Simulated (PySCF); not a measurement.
(E)-1-bromo-1-chloro-2-fluoroethene (C2HBrClF), SMILES C(=C(/Cl)Br)/F.

The structure is a stationary point at TPSSh-D3(BJ)/def2-SVP.

Two levels are set side by side: TDDFT-PBE/def2-SVPD (PySCF) and TDDFT-ωB97X/def2-SVPD (PySCF). Vertical, same geometry. The lowest singlet is HOMO→LUMO 99 % with PBE and HOMO→LUMO 87 % with the other functional; states are paired by order. Differences are taken from unrounded values.

| quantity | TDDFT-PBE |
|---|---|
| lowest singlet excitation (eV) | 4.57 |
| lowest triplet excitation (TDA) (eV) | 3.85 |
| first bright state (f over 0.05) (eV) | 5.82 |
| its oscillator strength | 0.15 |

Task: These are the TDDFT-PBE values. What does TDDFT-ωB97X give? (The exact figures need the calculation; the answer reports its results.)

Result: 
| quantity | TDDFT-ωB97X | TDDFT-PBE minus TDDFT-ωB97X |
|---|---|---|
| lowest singlet excitation (eV) | 5.41 | -0.84 |
| lowest triplet excitation (TDA) (eV) | 3.95 | -0.10 |
| first bright state (f over 0.05) (eV) | 6.52 | -0.70 |
| its oscillator strength | 0.09 | 0.06 |

A lower first singlet is the usual sign of a functional without exact exchange. Differences between two approximate levels are no errors against the true value.

Rough cost on one machine, each run with all the roots and properties that it gave: TDDFT-ωB97X against TDDFT-PBE about 9 times.
